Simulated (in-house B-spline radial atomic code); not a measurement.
A fraction x of an electron is removed from 4p in Zr2+, starting from [Kr] 4d2 and keeping the highest spin. Computed with a B-spline radial code for spherical atoms: scalar-relativistic (X2C) PBEsol, spin-polarised, spherical fractional occupations, Fermi nucleus of rms radius 4.2694 fm.

```
   x  E(x) - E(0) (eV)  4p down level (eV)
   0            0.0000             -46.115
0.03            1.3892             -46.496
0.19            8.9927             -48.553
0.36           17.4352             -50.777
0.42                 ?                   ?
 0.5           24.6737             -52.634
0.59                 ?                   ?
 0.7           35.4687             -55.324
0.86           44.4947             -57.505
0.96           50.3138             -58.880
   1           52.6801             -59.432
```

Question: What belongs in the row x = 0.42?

Answer: An energy change of 20.5056 eV; 4p down at -51.570 eV.

Question: What belongs in the row x = 0.59?

Answer: An energy change of 29.4649 eV; 4p down at -53.839 eV.

Question: Check Janak's theorem between x = 0.03 and 0.19.

Answer: The slope of the energy is 47.52 eV; the orbital levels give 47.52 eV (-ε of the emptying orbital, averaged over the two points).
